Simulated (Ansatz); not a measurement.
**Ligand exchange: AuCl + C3H8MgO → AuOH + C3H7ClMg**

Species: AuCl (gold monochloride), singlet; C3H8MgO `C[CH](C)[Mg][OH]`, singlet; AuOH `[OH][Au]`, singlet; C3H7ClMg `C[CH](C)[Mg][Cl]`, singlet. The partners trade Cl for OH: Au–Cl and Mg–OH bonds give way to Au–OH and Mg–Cl.

Shapes, held fixed at every level: PBE0-D4/def2-TZVP. Programs: Ansatz 0.2.0. The zero-point and thermal change to 298 K, harmonic and unscaled (PBE0-D4/def2-TZVP), is +0.1 kJ/mol.

```csv
level,kind,ΔH(298 K) (kJ/mol),less CCSD(T)/def2-TZVPP
HF/def2-TZVPP,Hartree–Fock,+69.8,+28.2
PBE-D4/def2-TZVPP,GGA,+29.9,-11.7
BHLYP-D4/def2-TZVPP,global hybrid,+56.3,+14.7
r2SCAN0-D4/def2-TZVPP,global hybrid,+46.0,+4.4
MP2/def2-SVP,perturbation theory,+35.2,-6.4
MP2/def2-TZVPP,perturbation theory,+42.5,+0.9
CCSD(T)/def2-SVP,coupled cluster or CI,+34.9,-6.7
CCSD(T)/def2-TZVPP,coupled cluster or CI,+41.6,0.0
```

The highest level, CCSD(T)/def2-TZVPP, gives ΔH(298 K) = +41.6 kJ/mol; the levels span +29.9 to +69.8. The column of differences is taken from that level and isn't an error. No measured value is set beside it here. For atoms past krypton def2 sets carry core potentials with scalar relativity. Outer-core shells of Au, Mg are correlated, in sets that cover them unevenly.
